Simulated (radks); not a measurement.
The numbers below are computed, except where a source is named.
Q: Isoelectronic series with 31 electrons, each ion in its NIST ground configuration. Code: a radial shooting solver on a logarithmic mesh with Libxc functionals. Model: Dirac Kohn-Sham, PBE, spin-unpolarised, spherical densities, point nucleus; open shells are shared between the two j in proportion to 2j + 1. Total energies (hartree) and mean radii <r> (bohr):

ion        configuration  E (hartree)   4p3/2   4p1/2   4s1/2   3d5/2
Ga     [Ar] 3d10 4s2 4p1  -1944.01869   3.449   3.380   2.342  0.8132
Ge+    [Ar] 3d10 4s2 4p1  -2098.65893   2.568   2.529   2.030  0.7371
As2+   [Ar] 3d10 4s2 4p1  -2259.93301   2.156   2.126   1.808  0.6771
Se3+   [Ar] 3d10 4s2 4p1  -2427.82976   1.892   1.865   1.640  0.6281
Br4+   [Ar] 3d10 4s2 4p1  -2602.35201   1.699   1.676   1.506  0.5869
Kr5+   [Ar] 3d10 4s2 4p1  -2783.51027   1.551   1.529   1.396  0.5516
Sr7+   [Ar] 3d10 4s2 4p1  -3165.80081   1.330   1.311   1.223  0.4936
Zr9+   [Ar] 3d10 4s2 4p1  -3574.86560   1.171   1.153   1.092  0.4477
Nb10+  [Ar] 3d10 4s2 4p1  -3789.50091   1.107   1.089   1.038  0.4280
Mo11+  [Ar] 3d10 4s2 4p1  -4010.90894   1.050   1.032  0.9888  0.4101
Tc12+  [Ar] 3d10 4s2 4p1  -4239.12003  0.9985  0.9815  0.9444  0.3938
Ru13+  [Ar] 3d10 4s2 4p1  -4474.16620  0.9527  0.9359  0.9041  0.3788
Rh14+  [Ar] 3d10 4s2 4p1  -4716.08115  0.9111  0.8945  0.8672  0.3649
Pd15+  [Ar] 3d10 4s2 4p1  -4964.90015  0.8733  0.8567  0.8333  0.3520
Ag16+  [Ar] 3d10 4s2 4p1  -5220.66009  0.8387  0.8222  0.8021  0.3401
Cd17+  [Ar] 3d10 4s2 4p1  -5483.39946  0.8068  0.7904  0.7731  0.3290

Estimate the row of Rb6+ ([Ar] 3d10 4s2 4p1).

A: E (hartree) -2971.32013; 4p3/2 1.430; 4p1/2 1.410; 4s1/2 1.303; 3d5/2 0.5208.
